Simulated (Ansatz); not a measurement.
A geometry relaxed with PBE0-D3(BJ)/def2-TZVP (Ansatz, an electronic-structure program), charge 0, multiplicity 2:

```xyz
3

H     -1.2762    -0.3194     0.0000
B     -0.3594     0.4430     0.0000
I      1.6355    -0.1237     0.0000
```

Problem. Write the SMILES of this molecule.

Solution. `[BH]I`
